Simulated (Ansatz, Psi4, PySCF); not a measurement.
Species: BO2 (charge 0, doublet). SMILES: B(=O)[O]
Coordinates optimised at B3LYP-D3(BJ)/def2-TZVP (Ansatz, a quantum-chemistry and plane-wave program):
```
B
O 1 1.2612
O 1 1.2612 2 180.00
```
Charge 0, spin multiplicity 2.

Quantity: atomisation energy, in kcal/mol. Terms: open shells spin-unrestricted; atomisation electronic, to ground-state atoms; LANL2DZ all-electron up to Ne; spin-orbit terms left out; no dispersion term unless named; 6-31G* and kin with 6d, 5d where marked; valence correlation only; 6-311+G** with 5d; non-relativistic. Ab initio and DFT rows: single points at B3LYP-D3(BJ) geometries (Ansatz). A UHF reference is markedly spin-contaminated in at least one set, which strains HF and MP2.

| level | program | atomisation energy (kcal/mol) |
|---|---|---|
| HF/STO-3G | Ansatz | 218.6 |
| HF/LANL2DZ | Ansatz | 169.5 |
| SVWN5/6-31G* | Ansatz | 399.1 |
| PBE/STO-3G | Ansatz | 384.4 |
| BLYP/6-31G* | Ansatz | 344.6 |
| B3LYP/STO-3G | Ansatz | 351.3 |
| B3LYP/6-31G* | Ansatz | 330.5 |
| B3LYP/cc-pVDZ | Ansatz | 324.9 |
| M06-2X/6-31G* (5d) | PySCF | 327.0 |
| M06-2X/6-311+G** | PySCF | 322.0 |
| wB97X-D/6-31G* | Psi4 | 326.3 |
| MP2/3-21G | Ansatz | 270.8 |
| B3PW91/6-31G* (5d) | PySCF | 329.3 |
| B3LYP/def2-TZVPD | Ansatz | 329.0 |
| M06-2X/def2-TZVPD | PySCF | 326.0 |
| B2PLYP-D3(BJ)/def2-TZVPD | Ansatz + dftd3 | 325.8 |

No value to compare with is used here. The 13 habitual levels span 169.5 (HF/LANL2DZ) to 399.1 kcal/mol (SVWN5/6-31G*); M06-2X/def2-TZVPD gives 326.0.

The levels are drawn from those run, B3LYP/6-31G* more often than the rest, none by its result; left out are runs that failed, that the program found above a lower state of the same kind, or whose <S^2> lies over 0.5 above the pure value.
